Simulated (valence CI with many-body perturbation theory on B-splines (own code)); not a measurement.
E1 transitions of Cr XII

Level of theory: relativistic CI+MBPT: three valence electrons over a frozen Dirac-Fock core [Ne], a basis of 11 s, 11 p, 10 d, 8 f, 5 g, 2 h functions for each j, with the one-electron correlation potential Σ1, the two-electron term Σ2, the three-electron term Σ3, Breit, model QED; selected CI, second order for the rest, scaled by the run's own slope (own B-spline code, finite nucleus).

No measured spectrum was set against this ion. As an estimate, levels of excited configurations hold to 0.05 to 0.15 % of their energy, terms of the ground configuration to about 0.5 %.

Lines 151 to 200 of 586 in falling wavelength, among levels below 1460300 cm⁻¹, chosen from the strongest by gf and those to the six lowest levels. Wavelengths and rates use the calculated energies, so an error of 200 cm⁻¹ moves a line at 346.4 Å by 0.069 % and its rate by three times that or more. Electric multipoles are in the length gauge, E1 and E2 with the static RPA response of the core. Weak lines are less certain than strong ones. Lines between different terms over intervals too small for the method are left out, as are lines whose strength nearly cancels. Where a level lies close to another of its J and parity, the split of strength between their lines is uncertain. The highest levels of a list are the least certain.

Names give the largest LS component (configuration and term), which can be under half, so a name can repeat, a term be missing and a line seem to break the LS rules; names also repeat where a configuration has a term twice. Letters in brackets count levels of one name in rising energy.

```
λ vac (Å)                 Upper                 Lower   A (s⁻¹)  log gf  Branch %
    346.4    3p.3d2 4D°_7/2 [b]         3s.3d2 4F_7/2  1.20e+09   -0.76       2.0
    346.1        3p.3d2 4S°_3/2         3s.3d2 4P_1/2  2.05e+09   -0.83       2.4
    346.1    3p.3d2 4D°_5/2 [b]         3s.3d2 4F_7/2  5.30e+09   -0.24       8.7
    345.8    3p.3d2 2D°_3/2 [c]         3s.3d2 2F_5/2  6.66e+09   -0.32       9.3
    345.8    3p.3d2 2F°_7/2 [c]         3s.3d2 2D_5/2  1.89e+09   -0.57       3.5
    345.4    3p.3d2 2F°_7/2 [c]         3s.3d2 2G_9/2  4.82e+09   -0.16       9.0
    345.3     3p2.3d 2D_5/2 [b]  3s.3p.3d 2F°_7/2 [a]  8.63e+09   -0.03      46.2
    345.3    3p.3d2 4D°_5/2 [b]         3s.3d2 4F_5/2  1.97e+09   -0.67       3.2
    345.2     3p2.3d 2D_3/2 [c]  3s.3p.3d 2F°_5/2 [b]  7.62e+09   -0.26      12.7
    345.0    3p.3d2 4D°_3/2 [b]         3s.3d2 4F_5/2  5.79e+09   -0.38       9.4
    344.7           3p3 2D°_3/2         3s.3p2 4P_5/2  2.03e+08   -1.84       6.0
    344.5    3p.3d2 4D°_3/2 [b]         3s.3d2 4F_3/2  2.19e+09   -0.81       3.6
    344.2    3p.3d2 4D°_1/2 [b]         3s.3d2 4F_3/2  8.33e+09   -0.53      13.5
    342.4           3p3 2D°_5/2         3s.3p2 4P_5/2  4.17e+07   -2.36       1.3
    341.1     3p2.3d 2D_3/2 [b]  3s.3p.3d 2F°_5/2 [a]  5.51e+09   -0.42      21.0
    340.5    3p.3d2 2F°_5/2 [c]         3s.3d2 2G_7/2  7.15e+09   -0.13      14.6
    340.1     3p2.3d 2D_3/2 [c]  3s.3p.3d 2P°_1/2 [a]  1.03e+10   -0.14      17.2
    339.0         3p2.3d 4P_5/2      3s.3p.3d 4D°_7/2  6.77e+09   -0.16      13.9
    338.8         3p2.3d 4P_3/2      3s.3p.3d 4D°_5/2  8.14e+09   -0.25      15.2
    338.7     3p2.3d 2D_5/2 [c]  3s.3p.3d 2P°_3/2 [a]  1.35e+10    0.14      22.5
    338.4  3s.3p.3d 2F°_7/2 [b]         3s2.3d 2D_5/2  1.75e+10    0.38      40.1
    338.2         3p2.3d 4P_1/2      3s.3p.3d 4P°_3/2  9.82e+09   -0.47      17.1
    337.9           3p3 2P°_1/2         3s.3p2 2D_3/2  9.56e+09   -0.49      74.8
    337.8         3p2.3d 4D_7/2      3s.3p.3d 4F°_9/2  6.88e+09   -0.03      44.5
    337.7  3s.3p.3d 4F°_3/2 [a]         3s.3p2 2D_5/2  4.32e+09   -0.53      64.7
    337.5    3p.3d2 2P°_3/2 [c]         3s2.4s 2S_1/2  2.19e+09   -0.83       2.5
    337.5     3p2.3d 2D_5/2 [a]      3s.3p.3d 4P°_5/2  3.04e+09   -0.51       7.1
    337.4  3s.3p.4s 2P°_3/2 [b]         3s.3d2 2S_1/2  2.45e+09   -0.78       1.6
    337.2           3p3 2D°_3/2         3s.3p2 4P_3/2  4.48e+07   -2.52       1.3
    337.1        3p.3d2 2G°_9/2         3s.3d2 2G_9/2  4.70e+09   -0.10       8.1
    337.1  3s.3p.3d 4F°_3/2 [b]         3s.3p2 2D_5/2  3.43e+09   -0.63      56.7
    336.4  3s.3p.3d 4F°_3/2 [a]         3s.3p2 2D_3/2  2.67e+08   -1.74       4.0
    336.3         3p2.3d 4D_5/2      3s.3p.3d 4F°_7/2  6.47e+09   -0.18      40.9
    335.8  3s.3p.3d 4F°_3/2 [b]         3s.3p2 2D_3/2  7.51e+08   -1.29      12.4
    334.8         3p2.3d 4D_1/2  3s.3p.3d 4F°_3/2 [a]  5.14e+09   -0.76      30.4
    334.8  3s.3p.3d 2F°_5/2 [b]         3s2.3d 2D_3/2  1.75e+10    0.25      39.4
    334.5     3p2.3d 2F_7/2 [b]  3s.3p.3d 2F°_7/2 [a]  7.09e+09   -0.02      12.8
    334.4    3p.3d2 2G°_7/2 [b]         3s.3d2 2G_7/2  4.71e+09   -0.20       8.3
    334.1     3p2.3d 2D_5/2 [b]  3s.3p.3d 2F°_5/2 [a]  1.53e+09   -0.81       8.2
    332.6         3p2.3d 4D_3/2      3s.3p.3d 4F°_5/2  6.01e+09   -0.40      36.1
    332.1         3p2.3d 4D_5/2      3s.3p.3d 4F°_5/2  2.90e+09   -0.54      18.3
    331.9         3p2.3d 4D_7/2      3s.3p.3d 4F°_7/2  1.93e+09   -0.59      12.5
    331.9           3p3 4S°_3/2         3s.3p2 4P_5/2  1.34e+10   -0.05      47.7
    331.8           3p3 2D°_3/2         3s.3p2 4P_1/2  7.25e+07   -2.32       2.1
    331.5         3p2.3d 4P_1/2      3s.3p.3d 4D°_1/2  4.49e+09   -0.83       7.8
    331.4         3s.3p2 2S_1/2        3s2.3p 2P°_3/2  2.04e+09   -1.17      15.0
    330.4         3p2.3d 4P_3/2      3s.3p.3d 4D°_3/2  3.24e+09   -0.67       6.0
    328.9         3p2.3d 4P_5/2      3s.3p.3d 4P°_5/2  2.37e+09   -0.64       4.9
    327.3     3p2.3d 2F_5/2 [b]  3s.3p.3d 2F°_5/2 [a]  6.04e+09   -0.24      11.0
    325.6    3p.3d2 2F°_5/2 [a]     3p2.3d 2D_3/2 [a]  3.27e+09   -0.51      18.4
```

Problem. How does gf follow from A for the line at 334.4 Å?

Solution. gf = 1.4992 × (2J+1)_upper × A / σ², with σ = 299031 cm⁻¹ and 2J+1 = 8: gf = 0.632.
